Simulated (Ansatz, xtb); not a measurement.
## Br2GeH2Si: which of two structures lies lower

We compare I, `Br[SiH2][Ge][Br]`, a singlet, with II, a singlet given by its coordinates. Both are isolated molecules in the gas phase, relaxed with BLYP-D3(BJ)/def2-SVP; the shapes shown needn't be the lowest conformers.

I (Å):

```xyz
6

Br    0.7756   -0.9284   -1.3620
Br    0.4092    0.0805    4.1614
Ge    1.0050   -1.5500    2.4976
Si    0.4156    0.0689    0.6636
H     1.2602    1.3120    0.7185
H    -1.0294    0.4816    0.7205
```

II (Å):

```xyz
6

Br   -0.8930   -0.9603    0.4670
Br    1.2702    2.1435    0.7206
Ge   -2.3756    0.8158    2.1287
Si   -0.8395    1.4347    0.3172
H    -3.5217    0.8082    0.9756
H    -1.0680    1.6745   -1.1481
```

Close contacts (Å): Br1–Ge3 2.85, Br1–Si4 2.40, Br2–Si4 2.26, Ge3–Si4 2.45, Ge3–H5 1.63, Si4–H6 1.50.

Quicker runs give these differences E(II) − E(I): GFN2-xTB +9.7 kcal/mol; HF/STO-3G +24.2 kcal/mol (at GFN2-xTB geometries); r2SCAN-D4/def2-SVP +9.0 kcal/mol (at GFN2-xTB geometries).

Q: Estimate E(II) − E(I) at the level CCSD(T)/def2-SVP + ΔMP2/def2-TZVPP.

A: Calculated at CCSD(T)/def2-SVP + ΔMP2/def2-TZVPP: E(II) − E(I) = +5.1 kcal/mol, so structure I lies lower.

The same difference at several levels:

```csv
level,geometry,E(II) − E(I) (kcal/mol),departure from the last row (kcal/mol),"job, with rough time for the two"
GFN2-xTB,GFN2-xTB,+9.7,+4.6,"optimisation, 0.27 s"
HF/STO-3G,GFN2-xTB,+24.2,+19.1,"single point, 1.1 s"
r2SCAN-D4/def2-SVP,GFN2-xTB,+9.0,+3.9,"single point, 6.2 s"
BLYP-D3(BJ)/def2-SVP,BLYP-D3(BJ)/def2-SVP,+6.3,+1.2,"optimisation, 34 s"
HF/def2-SVP,BLYP-D3(BJ)/def2-SVP,+12.2,+7.1,part of the CCSD(T) run
MP2/def2-SVP,BLYP-D3(BJ)/def2-SVP,+5.7,+0.6,part of the CCSD(T) run
CCSD(T)/def2-SVP,BLYP-D3(BJ)/def2-SVP,+6.7,+1.5,single point
CCSD(T)/def2-SVP + ΔMP2/def2-TZVPP,BLYP-D3(BJ)/def2-SVP,+5.1,,"single point, 74 s"
```

None of the levels shown reverses the order. The largest departure from CCSD(T)/def2-SVP + ΔMP2/def2-TZVPP is that of HF/STO-3G, 19.1 kcal/mol. The last row adds to CCSD(T) the change of the MP2 difference between the two basis sets, here −1.5 kcal/mol.

With harmonic frequencies from BLYP-D3(BJ)/def2-SVP (ideal gas, rigid rotor, one conformer each, 298.15 K, 1 atm): on the last row, ΔE + ΔZPE = +4.6 kcal/mol. A mode under 50 cm⁻¹ makes harmonic enthalpies and free energies unreliable, so none is given.

The correlated steps freeze 32 core orbitals; the filled d shell of Br and Ge is correlated, in a basis made for valence electrons. Run with Ansatz 0.2.0, xtb 6.7.1; the last row on 2 threads of Arm Neoverse V1 on a shared host.
